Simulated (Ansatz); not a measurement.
Mulliken charges of `O[SiH](F)[SiH2]I` from ωB97M-V/def2-TZVPP in Ansatz (PBE0-D4/def2-TZVP geometry).

| atom | x (Å) | y (Å) | z (Å) | charge (e) |
| --- | --- | --- | --- | --- |
| O1 | 0.989 | 1.648 | -0.500 | -0.365 |
| Si2 | 1.080 | 0.028 | -0.357 | 0.601 |
| F3 | 1.144 | -0.681 | -1.788 | -0.300 |
| Si4 | -0.872 | -0.759 | 0.687 | 0.064 |
| I5 | -2.639 | 0.702 | -0.208 | -0.159 |
| H6 | 0.129 | 2.022 | -0.712 | 0.194 |
| H7 | 2.350 | -0.265 | 0.340 | -0.041 |
| H8 | -1.234 | -2.160 | 0.360 | 0.005 |
| H9 | -0.859 | -0.580 | 2.161 | 0.001 |

Problem. By hand: the dipole of these point charges (1 e Å = 4.8032 D).

Solution. Σ q r = (0.230, -0.149, 0.433) e Å, of length 0.512 e Å = 2.46 D.

Problem. How does the dipole of the full density compare? (Best estimate.)

Solution. Ansatz gave: (-0.067, -0.077, 0.255) e Å, 1.32 D; the point charges give 1.86 times that, at 41° from its direction.

Point charges leave out the atoms' own dipoles, such as those of lone pairs, and Mulliken's split depends on the basis, so the two needn't agree.
